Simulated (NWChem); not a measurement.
Species: SiH cation, singlet

```xyz
2

Si     0.0000     0.0000    -0.1085
H      0.0000     0.0000     1.4099
```
Atoms are numbered in this order, from 1.

All runs: NWChem. Low-valent species are run as closed-shell singlets; no triplet was tried in these runs. Coordinates come from a PBE0-D3(BJ)/def2-TZVP optimisation. Level: M05-2X/def2-SVP with SMD (1 M gas to 1 M solution), gas-phase geometry. Reactions with the solvent are ignored.

For solvent cyclohexane:

```
Property                          Result
--------------------------------  ------
solvation free energy (kcal/mol)   -35.4
```

**Question.** Estimate the same quantities for solvent ethyl acetate.

**Answer.** 
| Item | Result |
|---|---|
| solvation free energy (kcal/mol) | -58.0 |
